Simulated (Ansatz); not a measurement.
Ansatz results at the PBE0-D4/def2-TZVP geometry: HOMO–LUMO gap (PBE/def2-TZVPP) 2.34 eV; size of the dipole moment (B3LYP/def2-TZVPP) 1.23 D; HOMO energy (ωB97M-V/def2-TZVPP) -9.28 eV.

Each molecule was computed in one conformer, which needn't be the lowest.

Problem. Which molecule gave them?
A. `C[Si]1(Cl)CC1=N`
B. `CO/C(S)=C/N`
C. `CN1CSC1O`
D. `CC(N)(O)C=S`

Solution. D. The others give `CO/C(S)=C/N`: 4.02, 1.65, -7.97; `CN1CSC1O`: 4.34, 2.29, -8.93; `C[Si]1(Cl)CC1=N`: 3.04, 2.63, -8.73.

B3LYP here is the variant with VWN-RPA as its local correlation; programs differ in this.
